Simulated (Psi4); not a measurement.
A dimer, H3N ··· H3Al (SMILES N and [AlH3]); the first 4 atoms form monomer A.

```
8

N      0.0008    -0.0014     0.2791
H     -0.7298    -0.5967    -0.0938
H     -0.1527     0.9309    -0.0880
H      0.8817    -0.3327    -0.0972
Al    -0.0078     0.0169    -2.2812
H     -1.4867     0.5733    -2.2726
H      1.2136     1.0195    -2.2784
H      0.2497    -1.5421    -2.2935
```

Q: What interaction energy does SAPT0/jun-cc-pVDZ, frozen core (Psi4 1.11) give, and which attractive term is the largest?

A: Total -3.83 kJ/mol: electrostatics -54.70, exchange 100.60, induction -32.24, dispersion -17.50. The most attractive term is electrostatics.
